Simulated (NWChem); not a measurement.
**Correlation energy of CH2ClF**

```xyz
5

F      1.3594    -0.7713     0.0000
C      0.6965     0.4075     0.0000
Cl    -1.0767     0.1499     0.0000
H      0.9452     0.9746     0.9090
H      0.9452     0.9746    -0.9090
```
Charge 0, spin multiplicity 1.

All runs are NWChem calculations. All single points use one geometry, from B3LYP/def2-SVP, a minimum by its harmonic frequencies.

Basis set: def2-TZVP. Each correlation energy counts from its own Hartree-Fock reference.

The correlated methods keep 7 core orbitals frozen. The structure started from a generated list of species. No row is a measurement; the coupled-cluster row has its own basis-set and correlation limits.

Q: Order these methods by the correlation energy they give, lowest first: MP2, SCS-MP2, CCSD, CR-CCSD[T].

A: CR-CCSD[T] (-648.2 mHa), CCSD (-630.1 mHa), MP2 (-602.1 mHa), SCS-MP2 (-592.4 mHa)
